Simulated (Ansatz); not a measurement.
Compare A (`OCOC[SiH3]`) with its isomer B (`C[Si](C)(O)O`).

Calculated with Ansatz (gas phase, PBE0-D4/def2-TZVP geometries, no zero-point term in ΔE). CBS: MP2 limit from def2 TZ/QZ plus the TZ coupled-cluster correction, frozen cores. DFT in def2-TZVPP. B3LYP here is the variant with VWN-RPA as its local correlation; programs differ in this. Each species was taken in one conformer, which may not be the lowest.

A:

```xyz
13

O    -1.404    0.125    1.933
C    -1.256   -0.603    0.750
O     0.062   -0.983    0.502
C     0.925    0.111    0.199
Si    0.917    0.537   -1.649
H    -1.152   -0.445    2.666
H    -1.824   -1.538    0.773
H    -1.643    0.049   -0.041
H     1.935   -0.196    0.485
H     0.676    0.981    0.817
H     1.809    1.705   -1.886
H    -0.453    0.880   -2.113
H     1.408   -0.624   -2.435
```

B:

```xyz
13

C     0.215    0.316   -1.558
Si   -0.040   -0.377    0.155
C    -0.411    0.956    1.389
O     1.295   -1.254    0.585
O    -1.321   -1.407    0.214
H     0.408   -0.478   -2.285
H    -0.674    0.859   -1.887
H     1.057    1.014   -1.589
H    -0.499    0.530    2.391
H    -1.352    1.458    1.151
H     0.380    1.710    1.407
H     2.121   -1.038    0.154
H    -1.179   -2.291   -0.127
```

Problem. Which isomer does CCSD(T)/CBS put lower? Give the gap. (Best estimate.)

Solution. Computed: B, by 110.7 kcal/mol.

Problem. Give E(B) − E(A) in kcal/mol with CCSD(T)/def2-TZVPP, CCSD/def2-TZVPP, HF/def2-TZVPP, B3LYP-D4, PBE0-D4, r2SCAN-D4, B2PLYP. (Estimate.)

Solution. Ansatz gave: CCSD(T)/def2-TZVPP -108.2, CCSD/def2-TZVPP -108.8, HF/def2-TZVPP -107.9, B3LYP-D4 -106.5, PBE0-D4 -106.0, r2SCAN-D4 -109.5, B2PLYP -108.8. None reverses the order clearly.

Largest T1 diagnostic: 0.012.

From PBE to PBE0 (25 % exact exchange), in def2-TZVPP and without D4, E(B) − E(A) moves by −3.5 kcal/mol.
